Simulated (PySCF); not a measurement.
Al(H)(OMe)(SeH) (CH5AlOSe), SMILES C[O][AlH][SeH].

Geometry: ωB97X-D3(BJ)/def2-SVP. The structure was generated by enumeration; whether it is a known compound was not checked. One conformer was computed; it need not be the lowest.

Two levels are set side by side: PBE/def2-TZVP (PySCF) and CAM-B3LYP/def2-TZVP (PySCF). Same geometry, gas phase. Differences are taken from unrounded values.

```json
[
 {"quantity": "orbital gap (eV)", "CAM-B3LYP": "8.83"},
 {"quantity": "highest occupied level (eV)", "CAM-B3LYP": "-8.58"},
 {"quantity": "lowest empty level (eV)", "CAM-B3LYP": "0.24"},
 {"quantity": "dipole moment (D)", "CAM-B3LYP": "0.21"},
 {"quantity": "mean polarisability (bohr³)", "CAM-B3LYP": "67.2"}
]
```

Problem. What does PBE give, and how far is it from CAM-B3LYP? (The exact figures need the calculation; the answer reports its results.)

Solution. 
```csv
quantity,PBE,PBE minus CAM-B3LYP
orbital gap (eV),4.76,-4.07
highest occupied level (eV),-6.18,2.40
lowest empty level (eV),-1.42,-1.67
dipole moment (D),0.25,0.04
mean polarisability (bohr³),71.5,4.4
```

PBE's occupied levels lie high since its potential decays too fast outside the molecule; exact exchange lowers them and widens the gap. Loosely held outer electrons make PBE densities more polarisable. Differences between two approximate levels are no errors against the true value.

Rough cost on one machine, each run with all the roots and properties that it gave: CAM-B3LYP against PBE within a factor of 2.
